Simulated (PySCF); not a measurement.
## Nonlinear optical response: SMILES COC1=CC2(C=C1)CCC2, C9H12O

Geometry (Å), atoms numbered from 1 in this order:
```xyz
22

C     2.907   -0.328   -0.452
O     2.089   -0.204    0.677
C     0.769   -0.246    0.453
C     0.071   -0.391   -0.699
C    -1.395   -0.370   -0.368
C    -1.412   -0.194    1.119
C    -0.154   -0.124    1.588
C    -2.240    0.591   -1.261
C    -2.583   -0.599   -2.172
C    -2.213   -1.534   -1.009
H     3.948   -0.276   -0.109
H     2.720    0.487   -1.174
H     2.740   -1.292   -0.965
H     0.463   -0.505   -1.708
H    -2.333   -0.137    1.703
H     0.173    0.002    2.621
H    -3.126    0.949   -0.715
H    -1.713    1.456   -1.689
H    -1.878   -0.690   -3.012
H    -3.606   -0.660   -2.573
H    -3.091   -1.776   -0.392
H    -1.663   -2.462   -1.224
```

Computed with quadratic response CAM-B3LYP/def2-SVPD first hyperpolarisability, Taylor convention, gas phase (PySCF 2.14.0). Geometry: PBE0-D3(BJ)/def2-SVP.

**Question.** What is the first hyperpolarisability, and how does it disperse?

**Answer.** In au, Taylor convention; the vector part is βᵢ = ⅓ Σⱼ (βᵢⱼⱼ + βⱼᵢⱼ + βⱼⱼᵢ); β∥ is 3/5 of the vector part along the dipole, the dipole points from − to +:
| process | λ (nm) | β vector norm | β∥ | β HRS | depolarisation ratio |
| --- | --- | --- | --- | --- | --- |
| static β(0;0,0) | ∞ | 139.7 | -45.2 | 65.2 | 3.62 |
| second harmonic β(−2ω;ω,ω) | 1907 | 145.8 | -47.1 | 68.1 | 3.63 |
| Pockels β(−ω;ω,0) | 1907 | 141.7 | -45.8 | – | – |
| second harmonic β(−2ω;ω,ω) | 1064 | 161.3 | -51.8 | 75.4 | 3.64 |
| Pockels β(−ω;ω,0) | 1064 | 146.2 | -47.2 | – | – |

**Question.** Which lowest excitations, dipole and polarisabilities go with it?

**Answer.** S1 4.67 eV (f = 0.036); S2 5.88 eV (f = 0.009); S3 6.37 eV (f = 0.206); dipole 1.18 D; isotropic α 105.9 au static, 106.2 au at 1907 nm, 106.9 au at 1064 nm, 107.1 au at 953.5 nm, 110.1 au at 532 nm.
